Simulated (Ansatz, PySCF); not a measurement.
Sn(Br)2 cation (Br₂Sn), SMILES [Br][Sn][Br] (connectivity only; charge and spin as stated), charge +1, multiplicity 2. Atoms are numbered in the order given.

```xyz
3

Sn     0.0000     0.0000     0.6818
Br     0.0000    -2.1159    -0.5596
Br     0.0000     2.1159    -0.5596
```
Charge +1, spin multiplicity 2.

Geometry optimised at PBE0-D3(BJ)/def2-SVP. The spin state was assumed, not searched. The isomer is the one that the SMILES or the coordinates give; other isomers of the formula were not compared. The def2 effective core potentials stand for the cores of Sn; spin–orbit coupling is left out.

Two levels are set side by side: PBE-D3(BJ)/def2-SVP (Ansatz, a program for electronic structure) and PBE0-D3(BJ)/def2-SVP (Ansatz). Each level has its own optimised geometry; the coordinates shown are those of the second. Frequencies come from the Hessian of PySCF at each geometry. Differences are taken from unrounded values.

| quantity | PBE0-D3(BJ) |
|---|---|
| mean bond length (Å) | 2.453 |
| bond Sn1–Br2 (Å) | 2.453 |
| bond Sn1–Br3 (Å) | 2.453 |
| highest harmonic wavenumber (cm⁻¹) | 275 |
| mean harmonic wavenumber (cm⁻¹) | 190 |
| zero-point energy (kcal/mol) | 0.81 |

Problem. What does PBE-D3(BJ) give, and how far is it from PBE0-D3(BJ)? (An estimate is asked for; the answer gives what the named calculation found.)

Solution. 
```csv
quantity,PBE-D3(BJ),PBE-D3(BJ) minus PBE0-D3(BJ)
mean bond length (Å),2.492,0.039
bond Sn1–Br2 (Å),2.492,0.039
bond Sn1–Br3 (Å),2.492,0.039
highest harmonic wavenumber (cm⁻¹),253,-22
mean harmonic wavenumber (cm⁻¹),174,-16
zero-point energy (kcal/mol),0.74,-0.07
```

Exact exchange shortens and stiffens bonds; PBE has none. Differences between two approximate levels are no errors against the true value.
